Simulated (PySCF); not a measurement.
An unknown gives this computed stick spectrum. The calculation used TDDFT B3LYP/def2-SVPD, vertical, gas phase, core orbitals frozen in the response in PySCF. Geometries: PBE0-D3(BJ)/def2-SVP, one conformer each. Relativistic effects are left out although some hold elements past zinc.

```tsv
state	E (eV)	f
S1	5.84	0.0020
S2	6.02	0.0017
S3	6.09	0.050
S4	6.16	0.0045
S5	6.20	0.065
S6	6.44	0.012
S7	6.50	0.0055
S8	6.52	0.037
S9	6.63	0.0009
S10	6.67	0.0023
```

Question: Which candidate is it? All have the formula C8H10Ge.
A. `CC#[C][Ge@H]1[CH]=CC(C)=[CH]1`
B. `C#C[C]1=C(CC)C=[CH][GeH2]1`
C. `C=Cc1ccc[c]([GeH3])c1`
D. `C=CCC#CCC#[C][GeH3]`

Answer: D. Its S1, at 5.84 eV, is the highest among the candidates; the nearest of the others has S1 at 4.67 eV. S1 is HOMO→LUMO (57%), HOMO→LUMO+1 (11%). Löwdin shares by element: HOMO carbon 65% or more (atoms not listed hold the other 35%); LUMO carbon 59% or more (atoms not listed hold the other 41%). At the same level the other candidates give, for their lowest levels:
- `CC#[C][Ge@H]1[CH]=CC(C)=[CH]1`: 4.35 eV (f 0.040); 4.87 eV (f 0.006); 5.00 eV (f 0.009); 5.58 eV (f 0.013); 5.83 eV (f 0.003); T1 2.79 eV; HOMO -6.35, LUMO -1.45 eV
- `C#C[C]1=C(CC)C=[CH][GeH2]1`: 3.77 eV (f 0.162); 4.14 eV (f 0.001); 5.31 eV (f 0.000); 5.51 eV (f 0.016); 5.59 eV (f 0.011); T1 2.29 eV; HOMO -6.11, LUMO -1.98 eV
- `C=Cc1ccc[c]([GeH3])c1`: 4.67 eV (f 0.107); 4.86 eV (f 0.190); 5.70 eV (f 0.426); 5.95 eV (f 0.001); 6.02 eV (f 0.002); T1 3.13 eV; HOMO -6.49, LUMO -1.50 eV

Conformer computed: `[CH2:1]=[CH:2][CH2:3][C:4]#[C:5][CH2:6][C:7]#[C:8][GeH3:9]`: C1–C2–C3–C4 125°.
Triplets come from the Tamm–Dancoff approximation.
